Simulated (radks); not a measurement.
Task: As14+, configuration [Ar] 4s1 (not the ground configuration). All-electron calculation, Dirac Kohn-Sham, PBE, spin-unpolarised, spherical densities, finite nucleus; Fermi nuclear charge, rms radius 4.0968 fm. Program: a radial shooting solver on a logarithmic mesh with Libxc functionals. Some entries of the table are withheld. Estimate them.

orbital  occ.  eigenvalue (eV)  r(max) (bohr)  <r^2> (bohr^2)
1s1/2       2        -12199.72        0.02974        0.002789
2s1/2       2        -1977.287         0.1699         0.04784
2p1/2       2        -1820.065            (1)         0.03700
2p3/2       4        -1783.351            (2)         0.03842
3s1/2       2        -601.3143         0.4901             (3)
3p1/2       2        -548.2799         0.4753             (4)
3p3/2       4        -541.2103         0.4816             (5)
4s1/2       1        -272.9075          1.073           1.353

Result: 
(1) 2p1/2 r(max) (bohr): 0.1342
(2) 2p3/2 r(max) (bohr): 0.1372
(3) 3s1/2 <r^2> (bohr^2): 0.3232
(4) 3p1/2 <r^2> (bohr^2): 0.3164
(5) 3p3/2 <r^2> (bohr^2): 0.3241
